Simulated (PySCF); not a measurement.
Species: C5HF5.
Structure used (PBE0-D3(BJ)/def2-SVP), in Å, numbered top down from 1:
```
atom  x, y, z in Å
F1     1.718   -1.340    0.735
C2     1.959   -0.244    0.074
F3     3.229   -0.048   -0.128
C4     0.993    0.585   -0.352
F5     1.341    1.686   -1.016
C6    -0.396    0.346   -0.136
C7    -1.662    0.658   -0.225
F8    -2.555    1.513   -0.628
C9    -1.415   -0.609    0.418
F10   -1.655   -1.776   -0.253
H11   -1.516   -0.794    1.498
```

Computed with PySCF at PBE0/def2-SVPD, non-relativistic, on one gas-phase PBE0-D3(BJ)/def2-SVP geometry that isn't relaxed in the solvent. The solvent is an IEF-PCM continuum (van der Waals radii × 1.2). Specific hydrogen bonds and non-electrostatic terms are outside this model.

Gas phase at PBE0/def2-SVPD: HOMO -7.48 eV, LUMO -1.54 eV, dipole 1.51 D.

Q: What does the continuum do to the energy, the frontier levels and the dipole at PBE0/def2-SVPD in cyclohexane and acetonitrile?

A: 
```
     solvent      ε  E(solvent) − E(gas) (kJ/mol)  polarisation term (kJ/mol)  distortion of the solute (kJ/mol)  HOMO (eV)  LUMO (eV)  dipole (D)
 cyclohexane  2.017                         -4.94                       -5.20                               0.26      -7.38      -1.43        1.66
acetonitrile  35.69                        -12.47                      -14.23                               1.76      -7.24      -1.29        1.93
```

The polarisation term is half the interaction of the solute with the surface charges that it induces; the rest is the cost of distorting the solute's density. The sum is the electrostatic part of solvation alone. From cyclohexane to acetonitrile the lowering changes by a factor 2.53, Onsager's factor (ε − 1)/(2ε + 1) by 2.37 and ε itself by 17.7.

Q: Which radius a makes the point-dipole formula ΔE = −[(ε − 1)/(2ε + 1)]·μ²/a³ give the value in acetonitrile, with the gas-phase dipole?

A: μ = 0.594 au and |ΔE| = 0.00475 Eh give a = 1.74 Å; the farthest nucleus lies 3.23 Å from the centroid of the nuclei, so such a sphere wouldn't even hold the nuclei. The formula assumes a rigid point dipole at the centre of a sphere.

Q: Give the dipole vector in the frame of the coordinates (D, pointing from negative to positive charge), gas and acetonitrile.

A: Gas (0.47, 0.45, 1.36), solvent (0.59, 0.54, 1.75). Its length changes by +27 % and its direction by 1°.

Q: How does the static polarisability (PBE0/def2-SVPD, frozen core, with the continuum's full static response) change?

A: 
| medium | isotropic (au) | principal values (au) | ⟨r²⟩ of the electrons (bohr²) |
| --- | --- | --- | --- |
| gas | 64.6 | 41.8, 60.2, 91.7 | 1544.6 |
| cyclohexane | 71.3 | 45.5, 66.2, 102.3 | 1544.9 |
| acetonitrile | 82.9 | 53.7, 76.2, 118.9 | 1545.4 |

The isotropic value in acetonitrile is 1.28 times the gas-phase one; no cavity-field correction is applied. ⟨r²⟩ is taken about the centre of nuclear charge.
